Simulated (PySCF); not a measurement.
CI3, SMILES I[C+](I)I, charge +1. Atoms are numbered in the order given.

```xyz
4

C      0.0000     0.0000     0.0000
I      2.0307     0.0000     0.0000
I     -1.0154     1.7587     0.0000
I     -1.0154    -1.7587     0.0000
```
Charge +1, spin multiplicity 1.

Geometry: PBE0-D3(BJ)/def2-SVP. The def2 effective core potentials stand for the cores of I; spin–orbit coupling is left out.

Level of theory: PBE/def2-TZVP in PySCF.

Symmetry labels are those of the subgroup C2v that the program uses (full group D3h).

Question: List the valence orbital energies around the gap with their symmetry. (The exact figures need the calculation; the answer reports its results.)

Answer: 
| orbital | symmetry | energy (eV) |
|---|---|---|
| HOMO−7 | B1 | -15.56 |
| HOMO−6 | A1 | -15.56 |
| HOMO−5 | B2 | -14.26 |
| HOMO−4 | B1 | -12.05 |
| HOMO−3 | A1 | -12.05 |
| HOMO−2 | A2 | -11.97 |
| HOMO−1 | B2 | -11.97 |
| HOMO | B1 | -11.18 |
| LUMO | B2 | -9.57 |
| LUMO+1 | A1 | -8.28 |
| LUMO+2 | A1 | -6.12 |
| LUMO+3 | B1 | -6.12 |
